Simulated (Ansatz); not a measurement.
The same path of CH3BrMg + H2 (8 atoms, charge 0, multiplicity 1) was run twice with different band settings.

The calculation used RKS r2SCAN/def2-SVP in Ansatz 0.2.0.

Relaxed end points:

```xyz
8
Properties=species:S:1:pos:R:3
Mg 0.320 0.331 0.911
H 1.717 -0.039 -1.181
C -1.334 -0.293 -0.188
H 2.261 0.192 -0.700
Br 2.024 1.070 2.390
H -2.291 -0.010 0.284
H -1.356 -1.391 -0.312
H -1.342 0.140 -1.205
```

```xyz
8
Properties=species:S:1:pos:R:3
Mg 0.335 0.258 0.915
H 1.714 0.136 -1.226
C -1.336 -0.329 -0.179
H 2.248 0.352 -0.726
Br 2.050 0.928 2.415
H -2.254 0.200 0.132
H -1.545 -1.408 -0.072
H -1.212 -0.137 -1.260
```

Common settings: movable images 5; climbing image yes; spring 5.0 eV/Å²; optimiser quadratic models (default); force threshold 0.05 eV/Å; iteration limit 60; end points relaxed.

| run | start path |
| --- | --- |
| 1 | through a guess of the saddle point |
| 2 | straight line |

Q: What does each run give, and how far can it be trusted?

A: Run 1: converged after 16 iterations, highest image 0.003 eV above the first end. The highest image is an end point: on this band no image between the ends rises above it.
Run 2: converged after 3 iterations, highest image 0.003 eV above the first end. The highest image is an end point: on this band no image between the ends rises above it.
